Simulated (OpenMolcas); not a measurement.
A calculation on Mn III.

| Quantity | Value |
| --- | --- |
| Program | OpenMolcas |
| Method | SS-RASPT2, IPEA 0.25 Eh, imaginary shift 0.1 Eh (closed shells correlated: 3s) |
| Basis | ANO-RCC-VQZP [7s6p4d3f2g1h] |
| Scalar Hamiltonian | DKH2, point nucleus |
| Active space | 11 electrons in 8 orbitals (RAS1 3p, at most 2 holes; RAS2 3d) |
| State averaging | 2S+1 = 6 even, 1 root; 2S+1 = 4 even, 24 roots; 2S+1 = 2 even, 58 roots |
| Spin-orbit coupling | RASSI with atomic mean-field integrals over the reference wave functions, term energies averaged over their components |

(1) Which level of the active space comes out lowest?

(2) How high does 3d5 4D 1/2 lie?

(3) How high does 3d5 2I 11/2 lie?

(4) How high does 3d5 4P 3/2 lie?

(5) The level at 30100 cm-1 has J = 5/2. What is it made of, and what is its g factor?

Measured values: Corliss and Sugar, J. Phys. Chem. Ref. Data 6, 1253 (1977).

## Answers

(1) 3d5 6S 5/2, with 100 % of that term; it is also the measured ground level.

(2) 33220 cm-1 above the lowest level; measured 32369 cm-1 above the ground level, so the calculation is off by +3 %.

(3) 39660 cm-1 above the lowest level; measured 39174 cm-1 above the ground level, so the calculation is off by +1 %.

(4) 30140 cm-1 above the lowest level.

(5) 97 % 3d5 4P 5/2, 3 % 3d5 4D; g = 1.594, against 1.601 from Landé's formula for the pure leading term.

Term energies are means over components that CASPT2 splits; among the terms shown or strongly mixed into the levels shown the widest spread is 92 cm-1 (3d5 2I). Active for correlation alone: 3p; no level in the range computed is led by a configuration that opens it, so any true level of that kind is missing. Measured partners are found by configuration, term and J. A level has none where our copy of the source lacks it or the pairing is in doubt (some pairs that miss far off the trend of their configuration count as doubtful), and it then counts in no deviation. Levels of configurations outside the active space are missing.
